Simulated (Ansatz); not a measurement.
Reaction (redistribution): `[F][Ge][F]` + `[OH][Al]([SH])[O][SiH3]` → `[OH][Ge][F]` + `[F][Al]([SH])[O][SiH3]`

Computed with Ansatz on PBE0-D4/def2-TZVP structures; ΔE is electronic, products minus reactants. CCSD(T)/CBS adds triple-zeta CCSD(T) − MP2 to the extrapolated MP2 energy (def2 sets, frozen cores). DFT in def2-TZVPP. For Ge outer-core shells are correlated without core-valence functions, which leaves a few kJ/mol of doubt a bond. Scalar relativity is left out up to krypton. Each species was taken in one conformer, which may not be the lowest.

| level | ΔE (kcal/mol) | difference from CCSD(T)/CBS |
| --- | --- | --- |
| revPBE-D4 | -5.1 | 1.1 |
| PBE0-D4 | -5.4 | 0.8 |
| ωB97X-V | -5.1 | 1.1 |
| revPBE | -5.2 | 1.0 |
| r2SCAN | -5.5 | 0.7 |
| CAM-B3LYP | -5.2 | 1.0 |
| CCSD(T)/def2-SVP | -6.6 | -0.4 |
| MP2/def2-TZVPP | -6.4 | -0.2 |
| SCS-MP2/def2-QZVPP | -6.1 | 0.1 |
| CCSD/CBS(def2) | -6.2 | 0.0 |
| CCSD(T)/CBS | -6.2 | 0 |

Largest T1 diagnostic among the species: 0.015.

Leaving LDA and LC-ωPBE aside and taking each functional with its dispersion term where it has one, the values, not all of them listed here, spread over 1.0 kcal/mol, from PBE-QIDH to BLYP-D4. In def2-TZVPP, CCSD(T) changes the Hartree–Fock value by −0.7 kcal/mol (the triples alone add −0.0 kcal/mol) and MP2 by −1.0 kcal/mol.
